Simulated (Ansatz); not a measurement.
Ligand-field states of VF3 at its r2SCAN-D4/def2-TZVP geometry (relaxed as a triplet).

Cartesian coordinates in Å:
```
V -0.064 -0.005 0.022
F 0.554 1.295 -0.972
F 1.207 -1.161 0.352
F -1.697 -0.129 0.597
```

CASSCF(2,5) on the V 3d shell in def2-TZVP, averaged with equal weights over 10 triplets and 15 singlets, then SC-NEVPT2; Ansatz, no spin–orbit coupling. The space holds no ligand orbitals and no second d shell, so covalent complexes are described poorly.

Estimate the states' energies above the lowest.


```csv
state,CASSCF (cm⁻¹),NEVPT2 (cm⁻¹)
triplet 1,0,548
triplet 2,1320,0
triplet 3,1709,1111
triplet 4,10727,10862
triplet 5,13500,13887
triplet 6,13513,15072
triplet 7,14452,16078
triplet 8,22450,22135
triplet 9,22717,21688
triplet 10,41824,41702
singlet 1,11385,7335
singlet 2,11719,8897
singlet 3,12690,11331
singlet 4,12881,10402
singlet 5,13116,11814
singlet 6,22647,20574
singlet 7,25617,23773
singlet 8,26153,25625
singlet 9,27408,26953
singlet 10,28076,26425
singlet 11,32603,32010
singlet 12,32803,32421
singlet 13,48051,47949
singlet 14,48441,48694
singlet 15,63452,58607
```
The lowest NEVPT2 state is a triplet. Run time 9 s (4 threads of Intel Xeon Platinum 8488C on a shared host).
